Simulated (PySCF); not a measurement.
# Excitation energy of Ge⁺ by level of theory

Ge⁺ [Ar] 3d10 4s2 4p1 (2P) → Ge⁺ [Ar] 3d10 4s1 4p2 (4P), as a difference of total energies. Calculation: PySCF 2.14, in aug-cc-pwCVDZ-PP with ECP10MDF (6s5p4d1f, 48 functions); scalar relativity through the core potential. Correlated levels: valence and next inner shell: nothing frozen outside the core potential. The calculations carry no spin-orbit coupling.

```tsv
method	excitation energy (eV)	error (eV)
UHF	4.889	-1.500
MP2 (valence and next inner shell)	6.108	-0.281
SCS-MP2 (valence and next inner shell)	6.289	-0.100
CCSD (valence and next inner shell)	6.216	-0.173
CCSD(T) (valence and next inner shell)	6.279	-0.110
```

Reference: 6.389 eV (measured; NIST levels, between the centres of gravity of the two terms).

Errors of the correlated levels include the incompleteness of this basis.
